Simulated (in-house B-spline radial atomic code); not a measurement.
Inner levels of platinum as electrons are removed. A shift is the extra binding of the orbital against the neutral atom ([Xe] 4f14 5d9 6s1). Computed with an all-electron radial atomic-structure program (B-spline basis): non-relativistic Hartree-Fock, average of the configuration, point nuclei.

This level leaves out relativity, spin-orbit splitting included, which matters for heavy ions.

| ion | configuration | shift of 2p (eV) | shift of 2s (eV) | shift of 3s (eV) | radius of 2p (bohr) | radius of 2s (bohr) | radius of 3s (bohr) | Σ<r²> (bohr²) | change of density at nucleus (bohr⁻³) |
| --- | --- | --- | --- | --- | --- | --- | --- | --- | --- |
| Pt54+ | [Ar] 3d6 | 3317.87 | 3295.03 | 2963.11 | 0.068745 | 0.081288 | 0.1974 | 0.56435 | -939.65 |
| Pt55+ | [Ar] 3d5 | 3491.99 | 3466.32 | 3088.12 | 0.068678 | 0.081216 | 0.19647 | 0.52818 | -792.38 |
| Pt56+ | [Ar] 3d4 | 3668.09 | 3639.48 | 3214.21 | 0.06861 | 0.081143 | 0.19555 | 0.49299 | -642.58 |
| Pt57+ | [Ar] 3d3 | 3846.18 | 3814.51 | 3341.38 | 0.06854 | 0.081069 | 0.19463 | 0.45872 | -490.19 |
| Pt58+ | [Ar] 3d2 | 4026.24 | 3991.39 | 3469.62 | 0.068468 | 0.080992 | 0.19372 | 0.42537 | -335.27 |
| Pt59+ | [Ar] 3d1 | 4208.26 | 4170.12 | 3598.94 | 0.068395 | 0.080914 | 0.19281 | 0.39288 | -177.77 |
| Pt60+ | [Ne] 3s2 3p6 | 4392.24 | 4350.69 | 3729.33 | 0.06832 | 0.080835 | 0.19191 | 0.36124 | -17.694 |
| Pt61+ | [Ne] 3s2 3p5 | 4559.92 | 4514.41 | 3844.46 | 0.06831 | 0.080757 | 0.19125 | 0.32096 | 152.9 |
